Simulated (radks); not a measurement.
Q: These are the eigenvalues of the occupied orbitals of an atom or ion with whole-number occupations (hartree). All-electron calculation, scalar-relativistic Kohn-Sham, RPBE, spin-polarised, spherical densities, point nucleus. Program: a radial shooting solver on a logarithmic mesh with Libxc functionals.

| orbital | eigenvalue |
|---|---|
| 1s up | -507.9360 |
| 1s down | -507.9358 |
| 2s up | -82.31656 |
| 2s down | -82.18366 |
| 2p up | -74.82061 |
| 2p down | -74.72287 |
| 3s up | -24.68989 |
| 3s down | -24.50989 |
| 3p up | -22.28282 |
| 3p down | -22.09782 |
| 3d up | -18.59104 |

Which element is it, and in what charge state? The configuration may be excited. Open shells, if any, are filled with parallel spins first.

A: Z = 35, bromine, charge +15: Br15+ in [Ar] 3d2. The list shows which subshells hold electrons but not how many an open one holds; the 1s level, -507.94 hartree, gives Z - s = 31.9 by -(Z - s)^2/2, which with screening and relativity narrows Z to a few neighbours, and the depths of the outer levels then fix element, charge and occupations together.
